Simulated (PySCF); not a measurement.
Al(H)(Cl)(OEt) (C₂H₆AlClO), SMILES CC[O][AlH][Cl]. Heavy atoms are numbered as in [AlH:1]([Cl:3])[O:4][CH2:5][CH3:6]. Hydrogens are named by the atom that carries them.

Coordinates come from a ωB97X-D3(BJ)/def2-SVP optimisation. The structure was generated by enumeration; whether it is a known compound was not checked. One conformer was computed; it need not be the lowest.

Level of theory: M06-2X/def2-TZVP (PySCF).

Atomic charges (e), one atom of each kind:

```json
[
 {"atom": "Al1 (AlH)", "Mulliken": "0.50", "Löwdin": "…"},
 {"atom": "H on Al1", "Mulliken": "-0.07", "Löwdin": "…"},
 {"atom": "Cl3", "Mulliken": "-0.26", "Löwdin": "0.28"},
 {"atom": "O4", "Mulliken": "-0.34", "Löwdin": "0.08"},
 {"atom": "C5 (CH2)", "Mulliken": "-0.07", "Löwdin": "…"},
 {"atom": "C6 (CH3)", "Mulliken": "-0.44", "Löwdin": "-0.32"},
 {"atom": "H on C5", "Mulliken": "0.13", "Löwdin": "…"},
 {"atom": "H on C6", "Mulliken": "0.15", "Löwdin": "0.12"}
]
```

Task: What belongs in the gaps? (The exact figures need the calculation; the answer reports its results.)

Result: 
- Al1 (AlH), Löwdin: -0.20
- H on Al1, Löwdin: -0.11
- C5 (CH2), Löwdin: -0.36
- H on C5, Löwdin: 0.12
